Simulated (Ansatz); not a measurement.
Z-matrix (Å, degrees):
```
Si
O 1 1.628
Al 1 2.411 2 124.8
O 1 1.643 2 106.1 3 -177.6
Se 1 2.579 2 104.3 3 -66.0
H 2 0.961 1 118.0 3 150.5
H 3 1.581 1 116.8 2 10.4
H 3 1.587 1 113.7 2 172.5
H 4 0.959 1 117.2 2 -168.5
H 5 1.469 1 91.9 2 -147.3
```

Charge 0, multiplicity 1. The bonds changed during the relaxation, so this is another structure than the one it started from.

(1) List the ωB97M-V/def2-TZVPP orbital energies in eV (the Gaussian-basis code of Ansatz). (Best estimate.)

## Answers

(1) The calculation gave: Occupied: -12368.23, -1808.29, -1588.52, -1531.92, -1423.28, -1423.24, -1423.23, -526.80, -526.65, -217.96, -160.90, -160.76, -160.71, -149.19, -116.51, -103.38, -103.31, -103.22, -76.12, -76.06, -75.97, -60.80, -60.75, -60.70, -60.59, -60.59, -31.79, -31.15, -22.50, -19.04, -17.75, -15.23, -14.08, -13.88, -13.50, -13.21, -12.42, -11.50, -10.66, -9.92, -8.70. Lowest empty: 1.16, 1.26, 1.31, 1.79, 2.47, 2.68, 3.14, 3.48.
